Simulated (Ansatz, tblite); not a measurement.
Forces on [Ni(H2O)4]2+ (NiO₄H₈²⁺) at its PBE-D4/def2-SVP geometry. Charge 2, multiplicity 3.

The xTB rows come from tblite.

GFN2-xTB (tblite), largest force 1.00 eV/Å:

```xyz
13
positions Å, forces eV/Å
Ni    0.249   -0.045   -0.150    0.198   -0.166   -0.173
O     0.515    1.727    0.640   -0.051    0.802    0.446
H     0.137    2.567    0.294    0.241   -0.360    0.253
H     0.813    1.905    1.560   -0.146    0.030   -0.481
O    -0.199    0.344   -2.037   -0.264    0.291   -0.910
H    -1.098    0.241   -2.420    0.482    0.103    0.068
H     0.353    0.792   -2.716   -0.342   -0.226    0.289
O    -1.532   -0.902    0.171   -0.756   -0.413    0.347
H    -2.214   -0.571    0.796    0.269   -0.241   -0.311
H    -1.725   -1.854    0.020    0.056    0.490    0.093
O     1.347   -1.204    1.025    0.529   -0.528    0.671
H     1.026   -1.791    1.744    0.285    0.257   -0.311
H     2.329   -1.211    1.076   -0.501   -0.039    0.019
```

HF/def2-TZVP (Ansatz), largest force 2.53 eV/Å:

```
Ni 0.168 -0.364 -0.345
O -0.276 2.173 1.273
H 0.707 -1.356 0.594
H -0.446 -0.230 -1.565
O -0.618 0.858 -2.157
H 1.494 0.136 0.579
H -0.926 -0.788 1.059
O -1.695 -1.191 1.091
H 1.022 -0.571 -1.084
H 0.208 1.587 0.215
O 1.412 -1.100 1.601
H 0.539 0.911 -1.186
H -1.590 -0.064 -0.074
```

r2SCAN-D4/def2-TZVP (Ansatz), largest force 0.63 eV/Å:

```
Ni 0.021 -0.118 -0.095
O -0.115 0.527 0.328
H 0.211 -0.495 0.173
H -0.163 -0.133 -0.525
O -0.215 0.247 -0.516
H 0.505 0.041 0.241
H -0.280 -0.261 0.399
O -0.414 -0.296 0.321
H 0.390 -0.154 -0.360
H 0.126 0.544 0.063
O 0.340 -0.257 0.448
H 0.141 0.337 -0.417
H -0.547 0.018 -0.060
```
